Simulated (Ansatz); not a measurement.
C₂H₇Al, charge +1, doublet, at a GFN2-xTB geometry (such geometries of metal compounds can be far from the true shape) (a state made from the parent by changing its charge; the spin is typed, not shown lowest), with bond 4-2 at 1.4 times its length; CASSCF(3,4)/STO-3G (Ansatz, a quantum-chemistry and plane-wave program).

Input for Ansatz:
Ansatz 0.2 input:
```yaml
crystal:
  periodic: [false, false, false]
  atoms:
    - {symbol: Al, position_ang: [0.21575047, -0.05862348, -0.17407512]}
    - {symbol: C, position_ang: [-0.49161172, -1.82231513, 0.46356563]}
    - {symbol: H, position_ang: [0.09549900, -2.58190878, -0.08029237]}
    - {symbol: H, position_ang: [-1.98351175, -1.99679324, 0.13943489]}
    - {symbol: H, position_ang: [-0.34276085, -1.95056701, 1.54359434]}
    - {symbol: C, position_ang: [0.06202878, 1.93904093, -0.11696290]}
    - {symbol: H, position_ang: [0.90383755, 2.31037016, -0.72600775]}
    - {symbol: H, position_ang: [0.14788031, 2.32989596, 0.90508943]}
    - {symbol: H, position_ang: [-0.88424821, 2.28396855, -0.55359996]}
    - {symbol: H, position_ang: [1.40978830, -0.38306611, -1.13746713]}
basis:
  gaussian:
    orbitals: STO-3G
hamiltonian:
  xc: hf
total_charge: 1
correlation: {active_space: {window: {electrons: 3, orbitals: 4}}}
magnetization: {spin_polarized: false, initial_magnetization: 1}
```

What the program printed (banner, timings and long lists left out):

```
Functional definition: HF
322 factors; integrals over basis functions are off by at most 6.7e-5 eV
mean field evaluation 1: about -8639.2003 eV, gradient 1.8e1 eV
mean field evaluation 2: about -8639.2453 eV, gradient 1.8e1 eV
mean field evaluation 4: about -8640.5804 eV, gradient 2.0e0 eV
mean field evaluation 8: about -8640.6053 eV, gradient 5.0e-1 eV
mean field evaluation 16: about -8640.7075 eV, gradient 6.4e-4 eV
mean field evaluation 32: about -8640.4723 eV, gradient 3.4e0 eV
mean field -8640.73806024 eV, -317.5412668112 hartree, gradient 2.2e-6 eV, S^2 0.750000; 4 other end points of the search recorded, 0 dependent functions left out
reference -8640.73806024 eV, -317.5412668112 hartree; 16, 15 occupied and 10, 11 virtual orbitals, 322 factors
state -8641.85073258 eV, -317.5821567654 hartree
Total energy: -8641.85073258 eV, -317.5821567654 hartree
```
